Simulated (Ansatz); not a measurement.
Consider the formal exchange of groups at the Si–Si bond: `O[Si]([SiH3])([SiH3])Cl` + `[CH2]1[CH2][GaH]1` → `[SiH3][CH]1[CH2][GaH]1` + `O[SiH]([SiH3])Cl`.

Gas-phase electronic energies from Ansatz, PBE0-D4/def2-TZVP geometries. CCSD(T)/CBS adds triple-zeta CCSD(T) − MP2 to the extrapolated MP2 energy (def2 sets, frozen cores). DFT in def2-TZVPP. B3LYP here is the variant with VWN-RPA as its local correlation; programs differ in this. For Ga outer-core shells are correlated without core-valence functions, which leaves a few kJ/mol of doubt a bond. Scalar relativity is left out up to krypton. One conformer a species, not always the lowest.

CCSD(T)/CBS gives -0.63 eV.

Q: Another level gave -0.38 eV. Which?
A. PBE0/def2-TZVPP
B. B3LYP-D4/def2-TZVPP
C. ωB97X-V/def2-TZVPP
D. PBE-D4/def2-TZVPP

A: C. ωB97X-V -0.38, B3LYP-D4 -0.77, PBE-D4 -0.64, PBE0 -0.51 eV.

Largest T1 diagnostic among the species: 0.017.

From PBE to PBE0 (25 % exact exchange), in def2-TZVPP and without D4, ΔE moves by +0.11 eV. The D4 term adds −0.04 eV with B3LYP and −0.01 eV with PBE0; it sums over pairs of atoms, weighted by their polarisabilities, and B3LYP, whose exchange is more repulsive, gets the larger term.
